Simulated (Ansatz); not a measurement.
Coupled-cluster diagnostics for Ba3Se2, Ansatz.

Geometry of the singlet (PBE0-D4/def2-SVP):

```xyz
5

Ba    0.528   -1.917   -0.990
Ba   -1.190    0.780    1.704
Ba    1.909    2.317   -1.094
Se   -0.547   -2.060    1.713
Se   -0.700    0.880   -1.333
```

In the def2 sets Ba takes a core potential; there is no spin–orbit coupling. Correlated methods freeze 18 core orbitals; core or outer-core shells of Ba, Se are correlated, in sets that lack core-valence functions. Another isomer (singlet) lies 0.45 eV lower at PBE0-D4/def2-TZVP; other spin states weren't run for this one.

Estimate the CCSD(T) correlation energy, the shares of MP2 and (T), T1 and the reference's ⟨S²⟩ for: charge 0, singlet, own geometry in def2-SVP; and the rough time on 4 threads of Arm Neoverse V2 on a shared host.


| state | basis | correlation (eV) | MP2 share (%) | (T) share (%) | T1 | ⟨S²⟩ (pure) | wall time | remarks |
| --- | --- | --- | --- | --- | --- | --- | --- | --- |
| charge 0, singlet, own geometry | def2-SVP | -23.956 | 93.4 | 3.4 | 0.016 | 0.00 (0.00) | 99 s | restricted SCF unstable |
Customary marks for T1 are 0.02 (closed shells), 0.045 (open shells) and about 0.05 (3d metals). T1 stays under 0.02 throughout.
